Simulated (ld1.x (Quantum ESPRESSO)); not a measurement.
**Transferability test, RRKJ potential for nickel**

* Element: Ni (Z = 28)
* Generator: ld1.x (Quantum ESPRESSO) 7.5
* Type: norm-conserving RRKJ (Kleinman–Bylander form)
* Functional: PBE
* Relativity: scalar-relativistic
* Frozen core: [Ne]
* Valence charge: 18
* Reference configuration: 3s2 3p6 3d8 4s1.75 4p0.25
* Partial waves: 3s (bound): rc 1.15 bohr; 3p (bound): rc 0.75 bohr; 3d (bound): rc 1.10 bohr
* Local potential: the d channel
* Core correction: none
* rho0: 0.001

Occupied shells without a wave of their own: 4p, 4s. They enter only through the test configuration that unscreens the potential.

Energies are relative to the spin-unpolarised reference configuration 3s2 3p6 3d8 4s1.75 4p0.25; without spin polarisation the order of configurations can differ from experiment.

(1) Give the all-electron excitation energy and the error of the potential for: 3s2 3p6 3d8 4s2 4p0; 3s2 3p6 3d8 4s1 4p0; 3s2 3p6 3d8 4s0 4p0; 3s2 3p6 3d8 4s1 4p1; 3s1 3p6 3d8 4s2 4p0; 3s2 3p6 3d7 4s2 4p0; 3s2 3p6 3d8 4s1.5 4p0.

Results:

(1)

```tsv
valence configuration	charge	ΔE all-electron (eV)	error AE − PS (meV)
3s2 3p6 3d8 4s2 4p0	0	-1.114	-38
3s2 3p6 3d8 4s1 4p0	+1	8.208	+199
3s2 3p6 3d8 4s0 4p0	+2	25.559	+566
3s2 3p6 3d8 4s1 4p1	0	3.481	+120
3s1 3p6 3d8 4s2 4p0	+1	118.282	-90
3s2 3p6 3d7 4s2 4p0	+1	15.005	-58
3s2 3p6 3d8 4s1.5 4p0	+0.5	2.603	+65
```

ld1.x printed “convergence not achieved” for 4 of the counted tests; their residual had stalled under 1e-8, short of the target of 1e-14. The 4p, 4s levels have no wave, so the channel is fitted at the deeper level alone: the likely source of the large errors.
